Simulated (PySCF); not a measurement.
CH6ClFSi2. Atoms are numbered in the order given.

```xyz
11

F      1.7606    -0.6657     0.7625
Si     0.9302    -0.1546    -0.5315
Cl     0.5016     1.8382    -0.2377
C     -0.6372    -1.1261    -0.6575
Si    -1.9345    -0.7760     0.6750
H      1.8270    -0.2681    -1.7067
H     -1.0912    -0.9407    -1.6464
H     -0.3666    -2.1963    -0.6226
H     -2.9877    -1.8349     0.6288
H     -2.5716     0.5506     0.4351
H     -1.2985    -0.7835     2.0252
```

Geometry optimised at PBE0-D3(BJ)/def2-SVP. The structure was generated by enumeration; whether it is a known compound was not checked. The values are those of a single conformer.

Calculation: B3LYP/pcSseg-1 (PySCF).

GIAO shieldings, no solvent; atoms listed in one row are averaged. δ = σ(ref) − σ: ¹⁹F against CFCl3 (σ = 161.7 ppm); ²⁹Si against TMS (σ = 338.7 ppm); ³⁵Cl against HCl (σ = 933.3 ppm); ¹³C against TMS (σ = 181.3 ppm); ¹H against TMS (σ = 31.68 ppm), references at their B3LYP-D3(BJ)/def2-TZVP geometries, non-relativistic (without spin–orbit terms, shifts of atoms bonded to Cl or Br come out too high).

Computed chemical shifts:
```tsv
nucleus	atoms	count	δ (ppm)
¹⁹F	F1	1	-163.6
²⁹Si	Si2	1	16.0
²⁹Si	Si5	1	-73.9
³⁵Cl	Cl3	1	65.1
¹³C	C4	1	-0.6
¹H	H6	1	5.87
¹H	H9, H10, H11	3	4.30
¹H	H8	1	0.51
¹H	H7	1	0.26
```
